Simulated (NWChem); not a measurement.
A series in which one site is exchanged, each optimised at PBE0/def2-SVP with NWChem, gas phase unless a solvent is named. For some, no frequency run checked for a minimum. def2 effective core potentials on Te; no spin-orbit coupling.

A: [F][Zn][F] (ZnF2; site = Zn)
B: F[Te]F (TeF2; site = Te)
C: [F][Mg][F] (MgF2; site = Mg)
D: [F][Ca][F] (CaF2; site = Ca)

| quantity | A | B | C | D |
|---|---|---|---|---|
| orbital gap (eV), PBE0/def2-SVP | (withheld) | 3.98 | 8.32 | 6.88 |
| vertical ionisation energy, ΔSCF, PBE/def2-SVP (eV) | (withheld) | 8.91 | 12.24 | 10.73 |
| vertical ionisation energy, ΔSCF, PBE0/def2-SVP (eV) | (withheld) | 9.25 | 12.84 | 11.24 |

Problem. What belongs in the gaps?

Solution. 
- orbital gap (eV), PBE0/def2-SVP, A: 8.25
- vertical ionisation energy, ΔSCF, PBE/def2-SVP (eV), A: 12.10
- vertical ionisation energy, ΔSCF, PBE0/def2-SVP (eV), A: 12.76
